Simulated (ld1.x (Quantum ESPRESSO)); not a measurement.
# Fe: variants of one RRKJ potential

Base potential:

Fe, norm-conserving RRKJ (Kleinman–Bylander form), made with ld1.x (Quantum ESPRESSO) 7.5 (LDA (PZ), non-relativistic). Core [Ne], reference 3s2 3p6 3d6.5 4s1.5 4p0. Waves: 3s (bound): rc 1.00 bohr; 3p (bound): rc 1.10 bohr; 3d (bound): rc 1.85 bohr. Local part: the d channel. Core correction: Bessel-smoothed model core inside 0.75 bohr.

Occupied shells without a wave of their own: 4s. They enter only through the test configuration that unscreens the potential, and ld1.x also counts them in the model core charge.

All-electron outer shells of the reference configuration (LDA (PZ), non-relativistic, ld1.x):

```json
{"shell": "2p", "level (eV)": "-692.48", "outermost node (bohr)": "–", "outermost maximum (bohr)": "0.18"}
{"shell": "3s", "level (eV)": "-88.92", "outermost node (bohr)": "0.33", "outermost maximum (bohr)": "0.71"}
{"shell": "3p", "level (eV)": "-57.06", "outermost node (bohr)": "0.30", "outermost maximum (bohr)": "0.72"}
{"shell": "3d", "level (eV)": "-5.92", "outermost node (bohr)": "–", "outermost maximum (bohr)": "0.71"}
{"shell": "4s", "level (eV)": "-4.84", "outermost node (bohr)": "1.02", "outermost maximum (bohr)": "2.47"}
{"shell": "4p", "level (eV)": "-1.20", "outermost node (bohr)": "1.12", "outermost maximum (bohr)": "3.51"}
```

Cutoffs, loose and tight: the cutoffs (Ry, on a coarse ladder) from which the occupation-weighted sum of valence levels, in a spherical-Bessel basis at the reference potential, stays within 10 and 1 mRy of its value at 400 Ry. They do not see the model core or the augmentation charge, which bear on the density cutoff. Test errors are all-electron minus pseudo excitation energies from the reference, over the configurations 3s2 3p6 3d6 4s2 4p0; 3s2 3p6 3d6 4s1 4p0; 3s2 3p6 3d6 4s0 4p0; 3s2 3p6 3d6 4s1 4p1; 3s2 3p6 3d5 4s2 4p1; 3s2 3p6 3d6 4s0 4p1; 3s2 3p6 3d5 4s0 4p0 (two spin-polarised tests are not counted in the largest error). A dash means not determined; rows that change the core or the reference have their own tests.

With those shells counted twice in exchange and correlation these files are broken, and their errors move erratically; no question is asked of them.

```tsv
change	outcome	cutoff, loose	cutoff, tight	bound ghosts	largest test error (meV)
base	generated, misses its reference levels by 0.47 eV	110 Ry	180 Ry	none	+675
wave 3p (bound): rc 1.10 bohr becomes 3p (bound): rc 0.72 bohr	generated, misses its reference levels by 0.47 eV	230 Ry	300 Ry	none	+674
wave 3p (bound): rc 1.10 bohr becomes 3p (bound): rc 0.78 bohr	generated, misses its reference levels by 0.47 eV	230 Ry	over 300 Ry	none	+674
wave 3p (bound): rc 1.10 bohr becomes 3p (bound): rc 0.94 bohr	generated, misses its reference levels by 0.47 eV	160 Ry	230 Ry	none	+674
wave 3p (bound): rc 1.10 bohr becomes 3p (bound): rc 1.02 bohr	generated, misses its reference levels by 0.47 eV	120 Ry	200 Ry	none	+675
wave 3p (bound): rc 1.10 bohr becomes 3p (bound): rc 1.22 bohr	generated, misses its reference levels by 0.47 eV	110 Ry	180 Ry	none	+675
wave 3p (bound): rc 1.10 bohr becomes 3p (bound): rc 1.36 bohr	generated, misses its reference levels by 0.47 eV	110 Ry	160 Ry	none	+674
wave 3p (bound): rc 1.10 bohr becomes 3p (bound): rc 1.42 bohr	generated, misses its reference levels by 0.47 eV	110 Ry	160 Ry	none	+673
wave 3p (bound): rc 1.10 bohr becomes 3p (bound): rc 1.56 bohr	generated, misses its reference levels by 0.47 eV	110 Ry	160 Ry	none	-683
wave 3p (bound): rc 1.10 bohr becomes 3p (bound): rc 1.62 bohr	generated, misses its reference levels by 0.47 eV	110 Ry	160 Ry	none	-712
```

Reading the sweep of the p radius (base included, trends over the rows without a ghost): The loose cutoff falls from 230 Ry at 0.72 to 110 Ry at 1.62 bohr. A larger radius leaves more room for a smooth pseudo-wave, so fewer plane waves are needed; a smaller one forces it to follow the all-electron wave where it bends sharply. The median size of the test errors (rows with all tests solved) stays near 397.3 meV.
